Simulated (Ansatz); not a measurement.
Geometry optimisation, Ansatz, RKS B3LYP/6-31G*.

The input (input.yaml):

```yaml
crystal:
  periodic: [false, false, false]
  atoms:
    - { symbol: Si, position_ang: [0.0, 0.0, 0.0] }
    - { symbol: H, position_ang: [0.0, 0.0, 1.46] }
    - { symbol: O, position_ang: [1.5842, 0.0, -0.5594] }
    - { symbol: C, position_ang: [2.3503, -1.1632, -0.836] }
    - { symbol: H, position_ang: [1.7187, -1.9052, -1.3675] }
    - { symbol: H, position_ang: [3.2179, -0.8926, -1.4733] }
    - { symbol: H, position_ang: [2.7141, -1.6023, 0.1163] }
    - { symbol: F, position_ang: [-0.7489, 1.2974, -0.5295] }
    - { symbol: F, position_ang: [-0.7489, -1.2974, -0.5295] }
basis:
  gaussian: { orbitals: "6-31G*" }
hamiltonian:
  xc: b3lyp
relax:
  f_tol: 0.02
  max_steps: 40
```

Launched with:

```bash
$ ansatz run input.yaml --threads 1 --pin off --max-ram 2048MiB --backend cpu --events-out ev --progress --plain --runs-dir out
```

**Question.** Where does it end, and by what steps?

**Answer.** It converged. After 28 steps the energy has fallen by 0.149 eV; O3 moved furthest, 1.02 Å.

```csv
step,energy less start (eV),largest force component (eV/Å),accepted
0,0.0000,1.938,yes
1,-0.0632,1.104,yes
2,-0.0809,0.092,yes
3,-0.0818,0.047,yes
4,-0.0825,0.027,yes
5,-0.0829,0.027,yes
6,-0.0843,0.048,yes
7,-0.0854,0.048,yes
8,-0.0886,0.069,yes
9,-0.0883,0.498,no
10,-0.0937,0.185,yes
11,-0.0980,0.296,yes
12,-0.1172,0.147,yes
13,-0.1237,0.137,yes
14,-0.1209,0.508,no
15,-0.1328,0.084,yes
16,-0.1401,0.038,yes
17,-0.1452,0.094,yes
18,-0.1366,0.388,no
19,-0.1432,0.214,no
20,-0.1467,0.028,yes
21,-0.1465,0.184,no
22,-0.1478,0.037,yes
23,-0.1483,0.058,yes
24,-0.1486,0.057,yes
25,-0.1490,0.042,yes
26,-0.1492,0.031,yes
27,-0.1492,0.023,yes
28,-0.1493,0.008,yes
```

```xyz
9
Properties=species:S:1:pos:R:3
Si 0.028 -0.068 0.111
H -0.412 0.368 1.440
O 1.548 -0.635 0.240
C 2.323 -1.186 -0.827
H 1.824 -2.060 -1.262
H 2.494 -0.439 -1.611
H 3.286 -1.494 -0.413
F -0.050 1.146 -0.930
F -0.954 -1.194 -0.466
```

The run took 120 s on 1 thread of Arm Neoverse V1 (shared host), peak memory 0.17 GiB.
